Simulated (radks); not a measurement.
Question: Species: Tc+. Configuration: [Kr] 4d4 5s1 5p1 (not the ground configuration). Method: Dirac Kohn-Sham, PBE, spin-unpolarised, spherical densities, point nucleus; open shells fill j = l - 1/2 first; computed with a radial shooting solver on a logarithmic mesh with Libxc functionals. Some entries of the table are withheld. Estimate them.

| orbital | occ. | eigenvalue (hartree) | <1/r> (bohr^-1) |
|---|---|---|---|
| 1s1/2 | 2 | (1) | (2) |
| 2s1/2 | 2 | -109.8119 | (3) |
| 2p1/2 | 2 | -101.2932 | 10.18 |
| 2p3/2 | 4 | -96.94761 | 9.668 |
| 3s1/2 | 2 | -19.51816 | 3.508 |
| 3p1/2 | 2 | -16.24531 | 3.408 |
| 3p3/2 | 4 | -15.51851 | 3.285 |
| 3d3/2 | 4 | -9.73146 | (4) |
| 3d5/2 | 6 | -9.59174 | (5) |
| 4s1/2 | 2 | -3.15333 | 1.302 |
| 4p1/2 | 2 | -2.19205 | 1.185 |
| 4p3/2 | 4 | -2.08191 | 1.149 |
| 4d3/2 | 4 | -0.66601 | 0.8454 |
| 4d5/2 | 0 | -0.65406 | 0.8366 |
| 5s1/2 | 1 | (6) | (7) |
| 5p1/2 | 1 | -0.31086 | 0.3612 |
| 5p3/2 | 0 | -0.30073 | 0.3520 |
| 6s1/2 | 0 | -0.13639 | 0.1879 |

Answer: 
(1) 1s1/2 eigenvalue (hartree): -766.9928
(2) 1s1/2 <1/r> (bohr^-1): 44.71
(3) 2s1/2 <1/r> (bohr^-1): 10.20
(4) 3d3/2 <1/r> (bohr^-1): 3.102
(5) 3d5/2 <1/r> (bohr^-1): 3.070
(6) 5s1/2 eigenvalue (hartree): -0.48878
(7) 5s1/2 <1/r> (bohr^-1): 0.4450
